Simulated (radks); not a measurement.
The dysprosium ion Dy37+, 29 electrons, occupied as [Ar] 3d10 4s1. Calculated with a radial shooting solver on a logarithmic mesh with Libxc functionals: Dirac Kohn-Sham, PBE, spin-unpolarised, spherical densities, point nucleus.

Unscreened Slater integrals over Kohn-Sham orbitals (hartree). Large and small components are both included. Empty in this configuration: 4p1/2.

F0(4s1/2,4s1/2): 1.9415
F0(4s1/2,3d5/2): 2.4353
G2(4s1/2,3d5/2): 0.23194
F0(4s1/2,3d3/2): 2.4435
G2(4s1/2,3d3/2): 0.22972
F0(4s1/2,3p3/2): 2.3891
G1(4s1/2,3p3/2): 0.24397
F0(4s1/2,4p1/2): 1.9474
G1(4s1/2,4p1/2): 1.3041
F0(3d5/2,3d5/2): 4.3670
F2(3d5/2,3d5/2): 2.2320
F4(3d5/2,3d5/2): 1.4375
F0(3d5/2,3d3/2): 4.4075
F2(3d5/2,3d3/2): 2.2453
G2(3d5/2,3d3/2): 2.2149
G4(3d5/2,3d3/2): 1.4260
F0(3d5/2,3p3/2): 4.0635
F2(3d5/2,3p3/2): 1.9516
G1(3d5/2,3p3/2): 2.1088
G3(3d5/2,3p3/2): 1.3980
F0(3d5/2,4p1/2): 2.4599
G3(3d5/2,4p1/2): 0.24072
F0(3d3/2,3d3/2): 4.4496
F2(3d3/2,3d3/2): 2.2603
F0(3d3/2,3p3/2): 4.0950
F2(3d3/2,3p3/2): 1.9478
G1(3d3/2,3p3/2): 2.0807
G3(3d3/2,3p3/2): 1.3794
F0(3d3/2,4p1/2): 2.4689
G1(3d3/2,4p1/2): 0.23787
F0(3p3/2,3p3/2): 3.8836
F2(3p3/2,3p3/2): 1.9467
F0(3p3/2,4p1/2): 2.4118
G2(3p3/2,4p1/2): 0.24870
F0(4p1/2,4p1/2): 1.9547
